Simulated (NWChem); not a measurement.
Species: GeHSCl, singlet; SMILES [Cl][Ge][SH]

```xyz
4

Ge     0.7560     0.0199    -0.0059
Cl    -0.7311     1.6375     0.0055
S     -0.7262    -1.6576    -0.0077
H      0.2388    -2.6068    -0.0147
```
Atoms are numbered in this order, from 1.

All runs: NWChem. Pople sets run with spherical d functions. Low-valent species are run as closed-shell singlets; no triplet was tried in these runs. The geometry was optimised at PBE0/def2-SVP. B3LYP is NWChem's, with the RPA form of VWN correlation. Vzz is the largest principal value of the second derivative of the potential at the nucleus (NWChem prints the opposite sign); η is the asymmetry. Non-relativistic.

For level B3LYP/6-31G*:

```
Property        Value
--------------  -----
Vzz Ge1 (a.u.)  2.076
Vzz S3 (a.u.)   1.514
```

Question: How do the values read with level B3LYP/cc-pVTZ instead?

Answer: 
| Item | Value |
|---|---|
| Vzz Ge1 (a.u.) | 2.480 |
| Vzz S3 (a.u.) | 1.484 |
